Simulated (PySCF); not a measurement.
# Reading the logs of faulty runs: AlClH3OSi cation

Calculated results; nothing here was measured. They come from PySCF 2.14.0, an open-source quantum chemistry program, on an isolated molecule that a program drew, which may never have been made. The molecule is AlClH3OSi cation (charge +1, singlet), drawn as the SMILES string `[SiH2+][O][AlH][Cl]`.

Each row is a Hartree-Fock (HF) and frozen-core CCSD(T) single point in the cc-pV(D+d)Z basis, meant for a local HF minimum. Run 1 is clean. Each other run has one planted mistake out of seven kinds, and not every kind appears here: one electron removed, one electron added, multiplicity raised by two, geometry at a saddle point, minimal basis STO-3G, one bond length entered in bohr, all coordinates scaled. The reference is restricted for singlets and unrestricted otherwise, and also for a bond in bohr. Adding or removing an electron swaps singlet and doublet. Electrons count all cores. HOMO and LUMO are orbital energies over both spins, the gradient is its largest component, and the lowest frequency (negative if imaginary) is given only where the gradient is small. Bond lengths are over the 6 bonds as drawn. T1 is the CCSD diagnostic: over 0.02 (restricted) or 0.045 (unrestricted) a single reference is doubtful.

Geometry of the clean run:
```xyz
7
AlClH3OSi cation, angstrom
Si    1.4537   -0.9238   -0.3387
O     0.6391   -0.6635    0.9502
Al   -0.2005   -0.4627    2.4983
Cl    0.6464   -1.6208    3.9827
H     2.6158   -0.0942   -0.6275
H     1.0361   -1.9861   -1.2437
H    -1.3927    0.5161    2.4859
```

```
run  electrons  basis functions  <S^2>  HOMO (eV)  LUMO (eV)  gradient (hartree/bohr)  lowest frequency (cm^-1)  mean bond (Å)  longest bond (Å)      T1  HF (hartree)  CCSD(T) (hartree)               mistake
  1         54               98  0.000     -16.48      -4.76                  1.2e-05                        72         1.6400             2.064  0.0156   -1066.86821        -1067.37391              no fault
  2         55               98  0.769      -6.23       1.49                  9.0e-02                         -         1.6400             2.064  0.0140   -1067.06929        -1067.58578    one electron added
  3         54               35  0.000     -14.29      -1.01                  3.4e-02                         -         1.6400             2.064  0.0259   -1054.75382        -1054.91173  minimal basis STO-3G
  4         54               98  0.000     -16.31      -4.83                  1.9e-02                         -         1.6826             2.118  0.0168   -1066.86332        -1067.37281                     ?
```

**Which mistake was planted in run 4, and what did it cost?**

The mean and the longest bond both change by the same factor, 1.026, and the gradient is no longer small. So the mistake is: all coordinates scaled. Subtracting run 1 and multiplying by 627.51 kcal/mol a hartree, the energy moved by 3.1 kcal/mol in HF and 0.7 kcal/mol in CCSD(T).

Cautions from the logs. Run 3: T1 is over the limit, so its CCSD(T) energy is less reliable.
